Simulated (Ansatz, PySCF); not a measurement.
Energy difference 0.5 R1 + 0.5 R2 → P1, each structure at its B3LYP-D3(BJ)/def2-TZVP stationary point, reached from a drawn start (curvature not checked).
R1: SiF4 (SMILES F[Si](F)(F)F), charge 0, multiplicity 1.
R2, SiCl4 (SMILES Cl[Si](Cl)(Cl)Cl) (charge 0, multiplicity 1):
```xyz
5

Si     0.000     0.000     0.000
Cl     1.173     1.173     1.173
Cl     1.173    -1.173    -1.173
Cl    -1.173     1.173    -1.173
Cl    -1.173    -1.173     1.173
```
P1, Cl2F2Si (SMILES F[Si](F)(Cl)Cl) (charge 0, multiplicity 1, Z-matrix in Å and degrees):
```
Si
F 1 1.5763
F 1 1.5763 2 107.66
Cl 1 2.0176 2 109.30 3 -118.62
Cl 1 2.0176 2 109.30 3 118.62
```

P less R. No zero-point or thermal terms.

Correlated levels freeze the cores. CBS: X⁻³ extrapolation of the correlation energy, Hartree–Fock from the larger set.

Programs: Ansatz (Gaussian basis) for Hartree–Fock, density functionals and correlated methods; PySCF for the D3/D4 terms. No computed number here is a measurement.

| level | reaction energy (kcal/mol) |
|---|---|
| PBE/def2-TZVPP | 0.08 |
| B3LYP-D3(BJ)/def2-TZVPP | 0.78 |
| B3LYP-D4/def2-TZVPP | 0.47 |
| BHLYP/def2-TZVPP | 0.21 |
| B2PLYP-D3(BJ)/def2-TZVPP | 0.85 |
| SCS-MP2/cc-pV(Q+d)Z | 1.20 |
| CCSD/cc-pV(D+d)Z | -0.27 |
| CCSD(T)/cc-pV(D+d)Z | -0.26 |
| CCSD(T)/CBS(cc-pV(T+d)Z, cc-pV(Q+d)Z) | (withheld) |

**Question.** Some entries are withheld; supply them.

**Answer.** 
- CCSD(T)/CBS(cc-pV(T+d)Z, cc-pV(Q+d)Z), reaction energy (kcal/mol): 0.90

Ansatz is an electronic-structure program.
